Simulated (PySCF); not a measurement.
# Shieldings and the share of exact exchange

Molecule: `C=N[Si@@H](O)P`, CH6NOPSi.

Molfile (atoms numbered from 1):
```
CH6NOPSi
     RDKit          3D

 11 10  0  0  0  0  0  0  0  0999 V2000
   -1.4307   -1.2598    0.6319 C   0  0  0  0  0  0  0  0  0  0  0  0
   -0.6842   -0.2495    0.7536 N   0  0  0  0  0  0  0  0  0  0  0  0
    0.0559    0.6538   -0.5530 Si  0  0  1  0  0  4  0  0  0  0  0  0
   -0.2863    2.2593   -0.3169 O   0  0  0  0  0  0  0  0  0  0  0  0
    2.2788    0.2418   -0.5272 P   0  0  0  0  0  0  0  0  0  0  0  0
   -1.8432   -1.7672    1.5246 H   0  0  0  0  0  0  0  0  0  0  0  0
   -1.7275   -1.7111   -0.3401 H   0  0  0  0  0  0  0  0  0  0  0  0
   -0.4815    0.3076   -1.9029 H   0  0  0  0  0  0  0  0  0  0  0  0
   -0.2078    2.5747    0.5890 H   0  0  0  0  0  0  0  0  0  0  0  0
    2.3028    0.0770    0.8929 H   0  0  0  0  0  0  0  0  0  0  0  0
    2.0621   -1.1520   -0.7675 H   0  0  0  0  0  0  0  0  0  0  0  0
  1  2  2  0
  2  3  1  0
  3  4  1  0
  3  5  1  0
  1  6  1  0
  1  7  1  0
  3  8  1  6
  4  9  1  0
  5 10  1  0
  5 11  1  0
M  END
```

GIAO shieldings (ppm, equivalent atoms averaged) in PySCF 2.14 on the PBE0-D3(BJ)/def2-SVP geometry, basis pcSseg-2, gas phase, non-relativistic:

| functional | exact exchange (%) | σ(C1) | σ(Si3) | σ(O4) |
| --- | --- | --- | --- | --- |
| BLYP | 0 | 4.7 | 309.7 | 270.6 |
| BP86 | 0 | 7.2 | 318.8 | 273.1 |
| PBE | 0 | 6.7 | 319.2 | 273.0 |
| B3LYP | 20 | 6.1 | 324.5 | 277.5 |
| PBE0 | 25 | 8.7 | 337.7 | 281.5 |
| mPW1PW91 | 25 | 8.3 | 337.2 | 281.5 |
| HF | 100 | 19.6 | 389.1 | 296.8 |

(1) Fit each shielding as a line in the percentage of exact exchange.

(2) What does the line predict for BHandHLYP (50 %), and what does the run give?

Answers

(1) σ(C1) = 5.5 + 0.14 x (rms 1.2 ppm); σ(Si3) = 315.9 + 0.74 x (rms 4.1 ppm); σ(O4) = 273.2 + 0.25 x (rms 1.6 ppm). The functionals also differ in their semilocal parts, which the line can't hold; Hartree–Fock has no correlation at all.

(2) σ(C1): 12.5 predicted, 9.8 computed; σ(Si3): 352.9 predicted, 347.1 computed; σ(O4): 285.7 predicted, 285.6 computed ppm.
